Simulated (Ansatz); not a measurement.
A nudged elastic band was laid between two geometries of C2H7Ga (10 atoms, charge 0, multiplicity 1).

All numbers below come from Ansatz, RKS BHLYP/def2-SVP.

* movable images: 9
* climbing image: yes
* spring: 5.0 eV/Å²
* optimiser: quadratic models (default)
* start path: through a guess of the saddle point
* force threshold: 0.05 eV/Å
* iteration limit: 60
* end points: relaxed

First end point:

```xyz
10
Properties=species:S:1:pos:R:3
Ga 0.125 -0.077 0.470
H -0.219 -0.277 1.996
C 2.023 0.025 -0.066
H 2.550 -0.888 0.232
H 2.156 0.164 -1.142
H 2.517 0.854 0.453
C -1.368 0.041 -0.817
H -1.883 -0.925 -0.874
H -2.112 0.772 -0.482
H -1.040 0.311 -1.823
```

Last end point:

```xyz
10
Properties=species:S:1:pos:R:3
Ga -1.649 -0.895 0.939
H 1.801 0.168 1.374
C 2.268 0.204 0.387
H 2.428 -0.813 0.023
H 1.621 0.743 -0.307
H 3.229 0.717 0.461
C -1.725 -0.142 -0.954
H -2.584 -0.544 -1.509
H -1.821 0.953 -0.945
H -0.818 -0.390 -1.522
```

Which bonds break or form, and what moves?

Bonds broken: Ga1–H2, Ga1–C3. Bonds formed: H2–C3. C2H7Ga becomes CH3Ga + CH4.

Give the energies along the band, and the barrier.

The forces met the threshold. The highest image is number 3 of 0 to 10, 3.08 eV above the first end and 2.75 eV above the last; the last end lies 0.32 eV above the first. Neighbouring images differ by up to 3.0 eV, so the band resolves the path poorly. A vibrational analysis at the climbing image gives one clearly imaginary mode, 1364i cm⁻¹: a first-order saddle point. The orbitals stay closed-shell, which can raise the energy where a bond breaks towards radicals; this wasn't checked here.

| image | path coordinate (Å) | energy (eV) | Ga1–H2 (Å) | Ga1–C3 (Å) | H2–C3 (Å) |
| --- | --- | --- | --- | --- | --- |
| 0 | 0.00 | 0.00 | 1.58 | 1.98 | 3.06 |
| 1 | 1.38 | 0.00 | 1.57 | 1.97 | 3.08 |
| 2 | 2.75 | 0.11 | 1.55 | 1.96 | 2.96 |
| 3 | 4.13 | 3.08 | 1.55 | 2.31 | 1.76 |
| 4 | 5.15 | 0.46 | 2.30 | 3.06 | 1.10 |
| 5 | 6.17 | 0.32 | 3.22 | 3.86 | 1.09 |
| 6 | 7.19 | 0.32 | 3.50 | 4.09 | 1.09 |
| 7 | 8.21 | 0.32 | 3.61 | 4.34 | 1.09 |
| 8 | 9.23 | 0.33 | 3.69 | 4.52 | 1.09 |
| 9 | 10.25 | 0.32 | 3.62 | 4.30 | 1.09 |
| 10 | 11.27 | 0.32 | 3.64 | 4.11 | 1.09 |

What is the geometry of the highest image?


```xyz
10
Properties=species:S:1:pos:R:3
Ga -0.401 -0.243 0.928
H 0.958 -0.094 1.655
C 1.715 0.186 0.092
H 1.843 -0.671 -0.579
H 1.543 1.104 -0.481
H 2.610 0.301 0.706
C -1.269 -0.165 -0.836
H -2.329 -0.411 -0.784
H -1.154 0.848 -1.233
H -0.767 -0.855 -1.520
```

The run took 8 min on 2 threads of Arm Neoverse V2, with other jobs on the host, peak memory 0.21 GiB.
